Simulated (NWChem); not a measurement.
Molecule: Si$_{4}$H$_{8}$O; SMILES [SiH2]1[SiH2][SiH2][SiH2]O1

```xyz
13

O      0.0000     0.0000    -1.6641
Si     1.5300     0.1513    -0.9985
Si     1.1642    -0.1895     1.3161
Si    -1.1642     0.1895     1.3161
Si    -1.5300    -0.1513    -0.9985
H      2.4362    -0.8585    -1.6207
H      2.0690     1.5162    -1.2828
H      1.9371     0.7350     2.2010
H      1.4599    -1.6065     1.6979
H     -1.4599     1.6065     1.6979
H     -1.9371    -0.7350     2.2010
H     -2.0690    -1.5162    -1.2828
H     -2.4362     0.8585    -1.6207
```
Atoms are numbered in this order, from 1.

Results from NWChem. The geometry was optimised at PBE0/def2-SVP. Level: PBE0/def2-SVP with SMD (1 M gas to 1 M solution), gas-phase geometry. Reactions with the solvent are ignored.

### Question
Predict the results for solvent water. Quantities: solvation free energy (kcal/mol); cavity-dispersion-structure term (kcal/mol); dipole in solution (D).

### Answer
```yaml
solvation free energy (kcal/mol): 2.8
cavity-dispersion-structure term (kcal/mol): 4.4
dipole in solution (D): 1.03
```
